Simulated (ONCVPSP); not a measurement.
**PBE ONCV dataset for H, scalar-relativistic all-electron reference.**

ONCVPSP 4.0.1 input, shortened (lines: element, Z, core and valence counts, functional; n l f; lmax; l rc ep ncon nbas qcut; lloc lpopt rc5 dvloc0; l nproj debl; icmod fcfact rcfact), PBE, scalar-relativistic:

```
  H 1.00    0    1        4      upf
    1    0    1.00
    1
    0    1.45    0.00    5    8    7.60
    1    1.30    0.02    4    7    7.60
    4    5    0.90    2.00
    0    2    0.60
    1    2    1.70
    0    0.00    0.00
```

Calculated quality:

* Cutoffs needed: 15 Ha and 21 Ha (the cutoffs (Ha) at which the residual kinetic energy of the hardest occupied pseudo-wave falls to 1 and 0.1 mHa per electron)
* Ghost test: no bound ghost flagged; no localised positive-energy state flagged

Generation and tests took about 1.1 s on one core of a shared server CPU.
